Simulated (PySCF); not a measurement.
## Excitation energy of Au⁺ by level of theory

Au⁺ [Xe] 4f14 5d10 (1S) → Au⁺ [Xe] 4f14 5d9 6p1 (high-spin determinant), as a difference of total energies. Computed with PySCF 2.14 in def2-TZVPPD with the def2 core potential (60 electrons) (6s5p3d2f1g, 59 functions), with a scalar-relativistic core potential. Correlated levels: valence and next inner shell: nothing frozen outside the core potential. The calculations carry no spin-orbit coupling.

```tsv
method	excitation energy (eV)
UHF	8.340
MP2 (valence and next inner shell)	9.367
SCS-MP2 (valence and next inner shell)	9.314
CCSD (valence and next inner shell)	9.049
CCSD(T) (valence and next inner shell)	9.056
```

Q: How much does correlation contribute at CCSD(T) (valence and next inner shell)?

A: 9.056 − (8.340) = 0.716 eV, measured against UHF.

The determinant of the upper state mixes LS terms, which raises its energy above the lowest term, most at the Hartree-Fock and MP2 levels.
